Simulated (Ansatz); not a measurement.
C3H8N, charge -1, singlet, geometry from GFN2-xTB (a gas-phase anion, which may not be bound at this level). Base run: PBE/3-21G in Ansatz (a quantum-chemistry and plane-wave program).

Here is a job for Ansatz.
Ansatz 0.2 input:
```yaml
crystal:
  periodic: [false, false, false]
  atoms:
    - {symbol: N, position_ang: [0.00154641, 0.02985114, 0.37852189]}
    - {symbol: C, position_ang: [-0.00224884, 1.46958385, -0.20189574]}
    - {symbol: C, position_ang: [1.17444159, -0.65283405, -0.08441976]}
    - {symbol: C, position_ang: [-1.17384969, -0.65508514, -0.07464857]}
    - {symbol: H, position_ang: [0.88375483, 1.93722288, 0.34779325]}
    - {symbol: H, position_ang: [-0.88454234, 1.93552778, 0.35515110]}
    - {symbol: H, position_ang: [1.24642441, -0.71913899, -1.19419213]}
    - {symbol: H, position_ang: [1.20514183, -1.68270458, 0.31276513]}
    - {symbol: H, position_ang: [2.05914801, -0.11968068, 0.26925121]}
    - {symbol: H, position_ang: [-1.25493808, -0.72153682, -1.18378401]}
    - {symbol: H, position_ang: [-2.05660281, -0.12362607, 0.28637677]}
    - {symbol: H, position_ang: [-1.19926907, -1.68500947, 0.32276984]}
basis:
  gaussian:
    orbitals: 3-21G.json
hamiltonian:
  xc: pbe
total_charge: -1
```
The basis file holds 3-21G in the JSON format of the Basis Set Exchange.

Each row names what was changed in the base input (with any setting that the change needs).

```
change                                       E (Eh)
---------------------------------------  ----------
base                                     -172.55690
functional = hse06                       -172.57329
functional = blyp; dispersion = d3bjatm  -172.70774
functional = PBE0-DH                            [?]
functional = pbe0                        -172.58355
functional = b3lyp                       -172.80057
functional = pbe; dispersion = d3bj             [?]
functional = revpbe                             [?]
functional = B2GP-PLYP                   -172.44195
functional = B97M-V                      -172.79704
functional = PBE-QIDH                    -172.41868
functional = hf                          -171.58352
functional = lc_wpbe                            [?]
```

Question: What belongs in the gaps?

Answer: 
- functional = PBE0-DH, E (Eh): -172.53675
- functional = pbe; dispersion = d3bj, E (Eh): -172.56472
- functional = revpbe, E (Eh): -172.73927
- functional = lc_wpbe, E (Eh): -172.68317

Absolute energies of different levels of theory aren't comparable as measures of quality.

A gas-phase anion may not be bound at this level; its values then depend on the basis.
